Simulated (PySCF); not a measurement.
# What a mistake does to a calculation on AlBClH5Si

All numbers below are calculated, not measured. They come from PySCF 2.14.0, an open-source quantum chemistry program, on an isolated molecule that a program drew, which may never have been made. The molecule is AlBClH5Si (charge 0, singlet), drawn as the SMILES string `[SiH3][BH][AlH][Cl]`.

Each row is a Hartree-Fock (HF) and frozen-core CCSD(T) single point in the cc-pV(D+d)Z basis, meant for a local HF minimum. Run 1 is clean. Each other run has one planted mistake out of seven kinds, and not every kind appears here: one electron removed, one electron added, multiplicity raised by two, geometry at a saddle point, minimal basis STO-3G, one bond length entered in bohr, all coordinates scaled. The reference is restricted for singlets and unrestricted otherwise, and also for a bond in bohr. Adding or removing an electron swaps singlet and doublet. Electrons count all cores. HOMO and LUMO are orbital energies over both spins, the gradient is its largest component, and the lowest frequency (negative if imaginary) is given only where the gradient is small. Bond lengths are over the 8 bonds as drawn. T1 is the CCSD diagnostic: over 0.02 (restricted) or 0.045 (unrestricted) a single reference is doubtful.

Geometry of the clean run:
```xyz
9
AlBClH5Si, angstrom
Si   -1.4894   -0.4520    0.4918
B     0.4615   -0.1529    1.0187
Al    1.2050    0.9619    2.6803
Cl    1.4886   -0.0960    4.5055
H    -1.7226    0.2257   -0.8112
H    -1.7614   -1.9026    0.3292
H    -2.4659    0.0931    1.4684
H     1.2537   -0.6754    0.2762
H     1.5551    2.4965    2.7073
```

```
run  electrons  basis functions  <S^2>  HOMO (eV)  LUMO (eV)  gradient (hartree/bohr)  lowest frequency (cm^-1)  mean bond (Å)  longest bond (Å)      T1  HF (hartree)  CCSD(T) (hartree)                          mistake
  1         54              108  0.000     -10.20       0.58                  1.3e-05                        32         1.6927             2.135  0.0123   -1017.98476        -1018.43774                         no fault
  2         54              108  0.935      -8.60       0.70                  1.2e-02                         -         1.9301             4.034  0.0213   -1017.89499        -1018.32317  one bond length entered in bohr
  3         54               37  0.000      -7.99       5.96                  4.3e-02                         -         1.6927             2.135  0.0076   -1006.53479        -1006.68213             minimal basis STO-3G
  4         54              108  2.019      -8.13      -1.36                  2.6e-02                         -         1.6927             2.135  0.0186   -1017.90569        -1018.35336       multiplicity raised by two
  5         55              108  0.762      -1.62       5.71                  4.1e-02                         -         1.6927             2.135  0.0125   -1018.00041        -1018.47352               one electron added
  6         53              108  0.774     -16.68      -7.78                  6.2e-02                         -         1.6927             2.135  0.0243   -1017.65506        -1018.09066                                ?
```

**Which mistake was planted in run 6, and what did it cost?**

It counts 53 electrons, one fewer than the clean run, at the same geometry and basis. So the mistake is: one electron removed. Subtracting run 1 and multiplying by 627.51 kcal/mol a hartree, the energy moved by 206.9 kcal/mol in HF and 217.8 kcal/mol in CCSD(T).

